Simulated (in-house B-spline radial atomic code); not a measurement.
A fraction x of an electron is removed from 3d in Nb4+, starting from [Kr] 4d1 and keeping the highest spin. Method: scalar-relativistic (X2C) BP86, spin-polarised, spherical fractional occupations, Fermi nucleus of rms radius 4.324 fm. Calculated with a B-spline radial code for spherical atoms.

| x | E(x) - E(0) (eV) | 3d down level (eV) |
| --- | --- | --- |
| 0 | 0.0000 | -243.205 |
| 0.02 | 4.8714 | -243.938 |
| 0.16 | 39.3833 | -249.095 |
| 0.27 | 67.0081 | -253.177 |
| 0.44 | ? | ? |
| 0.5 | 126.2274 | -261.792 |
| 0.56 | 142.0028 | -264.058 |
| 0.71 | 182.0381 | -269.753 |
| 0.86 | 222.9310 | -275.494 |
| 0.9 | ? | ? |
| 1 | 261.8777 | -280.893 |

**Question.** What belongs in the row x = 0.44?

**Answer.** An energy change of 110.5876 eV; 3d down at -259.534 eV.

**Question.** What belongs in the row x = 0.9?

**Answer.** An energy change of 233.9816 eV; 3d down at -277.033 eV.

**Question.** Check Janak's theorem between x = 0.02 and 0.16.

**Answer.** The slope of the energy is 246.51 eV; the orbital levels give 246.52 eV (-ε of the emptying orbital, averaged over the two points).
